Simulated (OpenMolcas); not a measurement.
Ni3+, Pd3+, Pt3+: d7 down the group

```yaml
Program: OpenMolcas 26.06
Method: CASSCF
Basis: ANO-RCC-VTZP
Scalar_Hamiltonian: DKH2, point nucleus
Spin-orbit_coupling: state interaction with AMFI integrals over the reference wave functions, term energies averaged over their components
```

Active space for each ion: 7 electrons in 5 orbitals (d).

Computed levels in cm-1 above 4F 9/2:

```
                               Level   Ni3+   Pd3+   Pt3+
                              4F 7/2   1146   2749   9504
                              4F 5/2   1985   4504  12070
                              4P 5/2  22246  16750  19949
                              2G 9/2  22367  17405  20502
                              4P 1/2  23161  18590  23977
                              2G 7/2  23472  20147  28071
                             2H 11/2  29721  23127  27312
                              2P 1/2  30693  25715  37248
                              2H 9/2  30705  25890  37526
weight of 4F in the lowest level (%)    100     98     86
```

Mixed levels, with the weight of the term that names them: Pt3+ 4F 5/2 (73 %), Pt3+ 2G 9/2 (61 %), Pt3+ 4P 1/2 (69 %), Pt3+ 2P 1/2 (69 %), Pt3+ 2H 9/2 (73 %).

Measured, with the error of the calculation in %. Measured levels: Ni3+ from Corliss and Sugar, J. Phys. Chem. Ref. Data 10, 197 (1981).

| Level | Ni3+ |
| --- | --- |
| 4F 7/2 | 1190 (-3.7) |
| 4F 5/2 | 2042 (-2.8) |
| 4P 5/2 | 18119 (+22.8) |
| 2G 9/2 | 19830 (+12.8) |
| 4P 1/2 | 18958 (+22.2) |
| 2G 7/2 | 20948 (+12.1) |
| 2H 11/2 | 26649 (+11.5) |
| 2P 1/2 | 24651 (+24.5) |
| 2H 9/2 | 27678 (+10.9) |

The fine-structure level 4F 5/2 changes by a factor of 6.08 from Ni3+ to Pt3+.

Without spin-orbit coupling 4P lies 21497, 15001, 13618 cm-1 above 4F in that order; the difference to the level 4P 5/2, of either sign, comes from spin-orbit coupling, which also lowers the zero.

Without dynamic correlation excited terms often stand tens of per cent too high (terms of higher spin than the ground term too low), and those without a measured partner can miss by more than the paired ones. Terms from blocks run as CI alone lack orbitals of their own. Computed and measured levels are paired by configuration, term and J; levels that our copy of the source lacks, or whose pairing is in doubt (as where it misses far off the trend of its configuration), stay unpaired and out of the deviations. Only configurations of the active space appear.
